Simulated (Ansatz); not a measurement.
Ansatz (a program for electronic structure) input:

Ansatz 0.2 input:
```yaml
crystal:
  periodic: [false, false, false]
  atoms:
    - {symbol: Pt, position_ang: [-0.00000000, -0.00000000, -0.16157079]}
    - {symbol: O, position_ang: [0.00000000, 0.00000000, 1.57531520]}
basis:
  gaussian:
    orbitals: def2-TZVP
hamiltonian:
  xc: {name: wB97X-V}
magnetization: {spin_polarized: true, initial_magnetization: 2}
relax: {f_tol: 0.003, max_steps: 100}
```

**Question.** Predict the final energy.

**Answer.** -194.42792 Eh (wB97X-V/def2-TZVP). The basis has 71 functions.

The spin state was set by rule; other spins were not relaxed.
